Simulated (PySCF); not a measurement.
Choosing a molecule for a target property.

All species are isolated and taken at one optimised geometry, non-relativistic unless stated; the electronic structure was computed with PySCF and density fitting.

Dipoles, sizes and rotational constants follow the conformer. The torsions of the flexible species, by atom-mapped SMILES:
- `[CH3:1][C:2]#[C:3][SiH2:4][C:5]#[C:6][SiH2:7][O:8][CH3:9]`: C6–Si7–O8–C9 54°
- `[CH3:1][CH2:2][CH2:3][SiH:4]([NH2:5])[NH2:6]`: C1–C2–C3–Si4 -176°, C2–C3–Si4–N5 -62°, H–N5–Si4–C3 35°, H–N5–Si4–C3 178°, H–N6–Si4–C3 60°, H–N6–Si4–C3 -88°
- `[CH3:1][CH:2]([CH3:3])[NH:4][SiH2:5][NH2:6]`: C1–C2–N4–Si5 70°, C2–N4–Si5–N6 -156°, H–N6–Si5–N4 -154°, H–N6–Si5–N4 60°
- `[SiH3:1][SiH2:2][O:3][GeH3:4]`: Si1–Si2–O3–Ge4 -51°
- `[SH:1][c:2]1[cH:3][cH:4][cH:5][c:6]2[cH:7][cH:8][nH:9][c:10]12`: H–S1–C2–C3 0°

The conformers of `C=C[C@@H]1C[C@@H]2CCC[C@H]1C2` and `CC1=CC[C@@H]2C[C@H]1C2(C)C` aren't listed.

Question: Wanted: vertical ionisation energy below 9.2 eV (ΔSCF PBE0/def2-SVPD) and lowest triplet excitation (Tamm–Dancoff) above 5 eV (TDA PBE0/def2-SVPD), at PBE0-D3(BJ)/def2-SVP geometries. Which candidate meets both?
A. `CC#C[SiH2]C#C[SiH2]OC`
B. `CCC[SiH](N)N`
C. `C=C[C@@H]1C[C@@H]2CCC[C@H]1C2`
D. `[SiH3]N([SiH3])[SiH3]`

Answer: B. Computed values:
```
                      species  vertical ionisation energy  lowest triplet excitation (Tamm–Dancoff)
                 CCC[SiH](N)N                     8.84 eV                                   6.12 eV
C=C[C@@H]1C[C@@H]2CCC[C@H]1C2                     9.06 eV                                   4.33 eV
        [SiH3]N([SiH3])[SiH3]                     9.32 eV                                   5.51 eV
        CC#C[SiH2]C#C[SiH2]OC                     9.80 eV                                   4.43 eV
```

Question: Wanted: lowest singlet excitation between 6.2 eV and 6.3 eV (TDDFT CAM-B3LYP/def2-SVPD) and static isotropic polarisability below 116 au (CAM-B3LYP/def2-SVPD), at PBE0-D3(BJ)/def2-SVP geometries. Which candidate meets both?
A. `CC(C)N[SiH2]N`
B. `CC1=CC[C@@H]2C[C@H]1C2(C)C`
C. `c1c2c(c(S)cc1)[nH]cc2`
D. `[SiH3][SiH2][O][GeH3]`

Answer: A. Computed values:
| species | lowest singlet excitation | static isotropic polarisability |
| --- | --- | --- |
| c1c2c(c(S)cc1)[nH]cc2 | 4.79 eV | 121.3 au |
| [SiH3][SiH2][O][GeH3] | 6.08 eV | 91.3 au |
| CC(C)N[SiH2]N | 6.23 eV | 80.8 au |
| CC1=CC[C@@H]2C[C@H]1C2(C)C | 6.34 eV | 111.2 au |
